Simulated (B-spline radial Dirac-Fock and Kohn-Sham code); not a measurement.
**Binding energies of I⁷⁺ in different valence configurations**

Model: Dirac-Fock (average of configuration) total-energy differences with a finite nucleus, the Breit interaction including its frequency dependence, and self-energy and vacuum-polarisation corrections. Program: a radial atomic solver. Correlation energy is missing from these numbers.

Reference: the tabulated ground configuration [Kr] 4d10, with 1s 33275.4 eV, 2p1/2 4958.9 eV, 3s 1180.1 eV, 3p1/2 1038.9 eV, 3d3/2 736.0 eV, 4p1/2 246.9 eV, Kα1 28611.4 eV, Kβ1 32293.2 eV.

Task: One of these configurations gives the following shifts from the reference, in eV: average energy +48.12, 1s +10.31, 2p1/2 +10.92, 3s +10.29, 3p1/2 +10.27, 3d3/2 +10.25, 4p1/2 +6.91, Kα1 -0.62, Kβ1 +0.08. Which?
A. [Kr] 4d9 5s1
B. [Kr] 4d9 5p1

Result: A. The others give [Kr] 4d9 5p1: 1s +11.56.

Values without a named source are computed, but for edge energies of neutral atoms, which are taken from tables.
